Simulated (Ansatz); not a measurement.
`C#C[O][SbH2]` + `C=N` → `C=[N][SbH2]` + `C#CO` at 600 K and 1 bar (ligand exchange at the Sb–O bond).

Program: Ansatz. Geometries: PBE0-D4/def2-TZVP. ΔE: electronic, gas phase. CBS: MP2 limit from def2 TZ/QZ plus the TZ coupled-cluster correction, frozen cores. This one scheme is used for every species. def2 core potentials past Kr. For Sb outer-core shells are correlated without core-valence functions, which leaves a few kJ/mol of doubt a bond. One conformer a species, not always the lowest.

| species | CCSD(T)/CBS energy (Eh) | H − E (kJ/mol) | S (J/(mol·K)) |
| --- | --- | --- | --- |
| `C#C[O][SbH2]` | -392.99526 | 143.0 | 394.2 |
| `C=N` | -94.52360 | 129.6 | 259.4 |
| `C=[N][SbH2]` | -335.12055 | 155.4 | 360.5 |
| `C#CO` | -152.38380 | 116.0 | 292.0 |

H − E and S are ideal-gas, rigid-rotor, harmonic terms from PBE0-D4/def2-TZVP, for one conformer and one mirror image of each species. 1 Eh = 2625.50 kJ/mol, R = 8.31446 J/(mol·K).

By hand: ΔE, ΔH, ΔS and ΔG.

ΔE = (-335.12055) + (-152.38380) − (-392.99526) − (-94.52360) = 0.01451 Eh = 38.1 kJ/mol. Δ(H − E) = 155.4 + 116.0 − 143.0 − 129.6 = -1.2, so ΔH = 36.9 kJ/mol. ΔS = 360.5 + 292.0 − 394.2 − 259.4 = -1.1 J/(mol·K). ΔG = 36.9 − 600 × (-1.1)/1000 = 37.6 kJ/mol.

By hand: the equilibrium constant, and the temperature at which ΔG would vanish if ΔH and ΔS stayed fixed.

log₁₀ K = −ΔG/(RT ln 10) = -3.3. ΔH and −TΔS have one sign here, so there is no such temperature. One of them is within its doubt of zero, so this could turn.

The number of gas molecules stays the same, so ΔS is small and ΔH decides. A doubt of 5 kJ/mol in ΔE shifts log₁₀ K by 0.4 here. Other conformers and mirror images would add mixing entropy, several J/(mol·K) or more a flexible species. These are equilibria of isolated gas molecules and say nothing of rates. Largest T1 diagnostic: 0.015 (customary marks: 0.02 for closed shells, 0.045 for open ones).
